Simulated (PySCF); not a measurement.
# A small calculation by hand: entropy of an ideal gas

BFI2, SMILES FB(I)I.

Coordinates come from a PBE0-D3(BJ)/def2-SVP optimisation. The def2 effective core potentials stand for the cores of I; spin–orbit coupling is left out.

PBE0-D3(BJ)/def2-SVP run with PySCF gives the harmonic wavenumbers 120, 271, 348, 418, 787, 1328 cm⁻¹ and the rotational temperatures 0.2337, 0.0276, 0.0247 K. The molar mass is 283.62 g/mol, the symmetry number 2, the spin multiplicity 1.

Task: Work out the entropy at 298.15 K and 1 atm in the rigid-rotor, harmonic-oscillator model.

Result: 
Translation (Sackur–Tetrode at 1 atm): S = R[1.5 ln M + 2.5 ln T − 1.16487] = 179.2 J/(mol K).
Rotation: q = (√π/σ) T^1.5/√(θA θB θC) = 361000, S = R[ln q + 3/2] = 118.9 J/(mol K).
Vibration: with u = 1.4388 ν/T, each mode gives R[u/(e^u − 1) − ln(1 − e^−u)]:
```json
[
 {"ν (cm⁻¹)": "120", "modes": "1", "u": "0.58", "S (J/(mol K))": "12.97"},
 {"ν (cm⁻¹)": "271", "modes": "1", "u": "1.31", "S (J/(mol K))": "6.65"},
 {"ν (cm⁻¹)": "348", "modes": "1", "u": "1.68", "S (J/(mol K))": "4.92"},
 {"ν (cm⁻¹)": "418", "modes": "1", "u": "2.02", "S (J/(mol K))": "3.76"},
 {"ν (cm⁻¹)": "787", "modes": "1", "u": "3.80", "S (J/(mol K))": "0.91"},
 {"ν (cm⁻¹)": "1328", "modes": "1", "u": "6.41", "S (J/(mol K))": "0.10"}
]
```
These are all the modes. Sum 29.3 J/(mol K).
Spin: R ln 1 = 0.0 J/(mol K).
Total 327.4 J/(mol K); the program's own thermochemistry gives 327.4. Translation makes up 55 % and vibration 9 %. Anharmonicity, hindered rotation and orbital degeneracy are left out.
